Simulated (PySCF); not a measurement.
Absolute configuration from chiroptical data

Level of theory: TDDFT BHandHLYP/aug-cc-pVDZ circular dichroism and optical rotation, one conformer, gas phase in PySCF. Geometry: GFN2-xTB.

Values for one enantiomer of C4H4N2Si, R in 10⁻⁴⁰ esu² cm² (velocity form):
| λ (nm) | f | R |
| --- | --- | --- |
| 207 | 0.152 | -26.1 |
| 205 | 0.100 | +55.6 |
| 187 | 0.011 | -20.3 |
| 181 | 0.010 | -3.5 |
| 179 | 0.013 | -25.5 |
| 175 | 0.0002 | +1.7 |
| 171 | 0.009 | -15.9 |
| 171 | 0.011 | +3.9 |
| 169 | 0.025 | +27.9 |
| 165 | 0.006 | -5.1 |
| 163 | 0.0002 | -2.7 |
| 160 | 0.014 | -4.4 |

[α] at 589.3 nm: -98 deg dm⁻¹ (g/mL)⁻¹ (origin-invariant length gauge).

**Question.** Which structure gives these signs?
A. N#C[C@@H]1C[Si@@H]1C#N
B. N#C[C@H]1C[Si@H]1C#N

**Answer.** B. Its CIP labels in SMILES order are S, R; the other enantiomer gives every sign reversed.

The signs above follow by mirror symmetry from the run on the other enantiomer. Geometry of N#C[C@@H]1C[Si@@H]1C#N as run:
```xyz
11

N     0.776    1.593   -2.243
C     0.503    0.652   -1.646
C     0.169   -0.494   -0.896
C    -1.175   -0.481   -0.132
Si    0.314   -0.494    1.013
C     0.743    1.130    1.786
N     1.009    2.117    2.303
H     0.411   -1.414   -1.417
H    -1.756    0.426   -0.245
H    -1.784   -1.365   -0.260
H     0.796   -1.668    1.711
```
